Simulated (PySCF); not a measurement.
## CaAs: one state, many levels of theory

State: ⁴Σ⁻ (quartet), unpaired electrons σ ↑, π ↑↑. Set-up: basis Ca pcseg-1, As pcseg-1; no relativity; PySCF 2.14. De refers to Ca + As in their high-spin ground configurations, without counterpoise correction. The functionals are run spin-unrestricted. A positive dipole means Ca(−)As(+). Levels whose curve was spin-contaminated or gave no clean fit are not listed.

| Level | Re (Å) | ωe (cm⁻¹) | De (eV) | μ (D) | CPU s a point (SCF and correlation, without the integrals) |
| --- | --- | --- | --- | --- | --- |
| UHF | 2.960 | 206 | 0.60 | -4.64 | 0.22 |
| UHF-MP2 | 2.962 | 198 | 0.62 | n/a | 0.33 |
| UHF-SCS-MP2 | 2.975 | 195 | 0.55 | n/a | n/a |
| PBE | 2.861 | 208 | 1.37 | -3.26 | 0.93 |
| PW91 | 2.851 | 211 | 1.43 | -3.32 | 0.63 |
| BP86 | 2.859 | 209 | 1.38 | -3.43 | 0.63 |
| r²SCAN | 2.855 | 217 | 1.54 | -3.92 | 1.1 |
| PBE0 | 2.865 | 212 | 1.26 | -3.71 | 1.9 |
| M06 | 2.903 | 193 | 0.98 | -2.37 | 1.4 |
| CAM-B3LYP | 2.863 | 215 | 1.14 | -3.96 | 2 |

Question: What does a quarter of exact exchange do here, going from PBE to PBE0?

Answer: PBE0 less PBE: +0.4 pm in Re, +1.9 % in ωe, -0.11 eV in De. Exact exchange removes part of the self-interaction that spreads semilocal densities, and in most molecules shortens and stiffens the bond and lowers De; here Re goes the other way.

Question: What does the step from GGA to meta-GGA do here, going from PBE to r²SCAN?

Answer: r²SCAN less PBE: -0.6 pm in Re, +4.3 % in ωe, +0.17 eV in De. 

Question: What does second-order correlation do here, going from UHF to UHF-MP2?

Answer: UHF-MP2 less UHF: +0.2 pm in Re, -3.9 % in ωe, +0.02 eV in De. Correlation nearly always deepens the well. The bond lengthens, as in strong covalent bonds, where excitations into antibonding orbitals dominate.

Correlated steps freeze 14 core orbitals. Correlated levels converge slowly with the basis: in double zeta they bind strong bonds too weakly, by up to about 1 eV, and carry superposition errors of some tenths. Spin–orbit coupling is left out. The state is the lowest determinant that a PBE0 search found; another state may lie lower at other levels.

The whole job (state search and all levels along the bond) took about 3 min on 1 thread of Intel Xeon Platinum 8259CL @ 2.50GHz (shared host), peak memory 0.61 GiB.
